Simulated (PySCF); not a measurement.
Relaxation of triplet MoO2

Computed with PySCF, UPBE0, basis Mo def2-TZVP with ECP28, O def2-TZVP (scalar-relativistic core potentials, no spin–orbit coupling, density fitting). A (50,194) grid was used.

A hand-made bent start, of C2v symmetry, held to at least that symmetry:

Coordinates in bohr (charge 0 multiplicity 3):
```
Mo    0.0000    0.0000   -0.4752
O     2.7554    0.0000    1.4542
O    -2.7554    0.0000    1.4542
```

At each step, columns x, y, z (Å) and Fx, Fy, Fz (eV/Å):

```
step 0  E − E(last) = 48.02 kJ/mol
Mo   0.000   0.000  -0.251   0.000   0.000   5.788
O    1.458   0.000   0.770  -3.302   0.000  -2.894
O   -1.458   0.000   0.770   3.302   0.000  -2.894
step 1  E − E(last) = 3.83 kJ/mol
Mo   0.000   0.000  -0.153   0.000   0.000  -1.942
O    1.412   0.000   0.720   1.153   0.000   0.971
O   -1.412   0.000   0.720  -1.153   0.000   0.971
step 2  E − E(last) = 0.27 kJ/mol
Mo   0.000   0.000  -0.176   0.000   0.000   0.380
O    1.426   0.000   0.732  -0.323   0.000  -0.190
O   -1.426   0.000   0.732   0.323   0.000  -0.190
step 3  E − E(last) = 0.00 kJ/mol
Mo   0.000   0.000  -0.177   0.000   0.000   0.022
O    1.418   0.000   0.732  -0.029   0.000  -0.011
O   -1.418   0.000   0.732   0.029   0.000  -0.011
step 4  E − E(last) = 0.00 kJ/mol
Mo   0.000   0.000  -0.177   0.000   0.000  -0.002
O    1.416   0.000   0.733   0.001   0.000   0.001
O   -1.416   0.000   0.733  -0.001   0.000   0.001
```

It ends at C2v with Mo–O 1.683 Å (×2); O–Mo–O 114.5° (after a last refinement on a finer grid). A frequency run shows a minimum. Other isomers or separated fragments may lie lower.

Other spin states or occupations of the open shell can lie lower.
